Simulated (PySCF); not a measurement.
# Structure and largest two-photon cross section among the few lowest singlets (linear parallel light, single beam, Lorentzian half width 0.1 eV, states within 0.08 eV summed)

Computed with PySCF 2.14.0, TDDFT CAM-B3LYP/aug-cc-pVDZ excited states, vertical, gas phase. Geometry: PBE0-D3(BJ)/def2-SVP.

Each molecule in one low-energy conformer.

The calculation is non-relativistic, which matters for the atoms heavier than Zn.

**Question.** How does the largest two-photon cross section among the few lowest singlets (linear parallel light, single beam, Lorentzian half width 0.1 eV, states within 0.08 eV summed) change along this series?
- OCc1ccccc1S (H on C replaced by CH2OH)
- Fc1ccccc1S (H on C replaced by F)
- Sc1ccccc1Br (H on C replaced by Br)

**Answer.** 
| molecule | S1 (eV) | f(S1) | largest σ (GM) | at photon λ (nm) |
| --- | --- | --- | --- | --- |
| OCc1ccccc1S | 4.88 | 0.036 | 2.3 | 407 |
| Fc1ccccc1S | 5.01 | 0.040 | 1.6 | 450 |
| Sc1ccccc1Br | 4.89 | 0.018 | 1.0 | 464 |

The largest two-photon cross section among the few lowest singlets (linear parallel light, single beam, Lorentzian half width 0.1 eV, states within 0.08 eV summed) is lowest for Sc1ccccc1Br and highest for OCc1ccccc1S.
